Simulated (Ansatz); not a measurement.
C3H12GaN, SMILES `C[NH2+][GaH-]([CH3])[CH3]`. The species carries charge 0 and has multiplicity 1. Geometry: relaxed with PBE0-D4/def2-TZVP. It is one conformer, not always the lowest.

```xyz
17

C    -0.642    0.461    1.813
N    -1.343    0.238    0.546
Ga   -0.068   -0.247   -1.127
C     0.768   -1.926   -0.452
C     1.054    1.400   -1.197
H    -1.320    0.704    2.635
H    -0.080   -0.437    2.067
H     0.068    1.278    1.683
H    -1.874    1.060    0.279
H    -2.010   -0.521    0.633
H    -1.234   -0.388   -2.204
H     1.339   -2.406   -1.251
H     0.023   -2.655   -0.116
H     1.463   -1.744    0.373
H     1.740    1.474   -0.349
H     1.666    1.395   -2.104
H     0.451    2.313   -1.230
```

What is the dipole moment at ωB97M-V/def2-TZVPP? (Estimate.)

Ansatz gave: 4.65 D, with components (-2.37, 1.07, 3.85) D in this frame, pointing from negative to positive charge.

And with PBE, r2SCAN, B3LYP? (Estimate.)

The calculation gave: PBE 4.61 D, r2SCAN 4.66 D, B3LYP 4.66 D.

Give the Mulliken charges with ωB97M-V, r2SCAN, B3LYP in def2-TZVPP. (Estimate.)

Computed: 
```tsv
atom	ωB97M-V	r2SCAN	B3LYP
C1	-0.26	-0.10	-0.22
N2	-0.18	-0.15	-0.17
Ga3	0.25	0.19	0.21
C4	-0.52	-0.34	-0.41
C5	-0.52	-0.34	-0.41
H6	0.14	0.07	0.12
H7	0.14	0.09	0.12
H8	0.14	0.09	0.12
H9	0.14	0.15	0.15
H10	0.14	0.15	0.15
H11	-0.08	-0.12	-0.11
H12	0.11	0.06	0.08
H13	0.10	0.05	0.07
H14	0.10	0.05	0.07
H15	0.10	0.05	0.07
H16	0.11	0.06	0.08
H17	0.10	0.05	0.07
```

B3LYP here is the variant with VWN-RPA as its local correlation; programs differ in this.
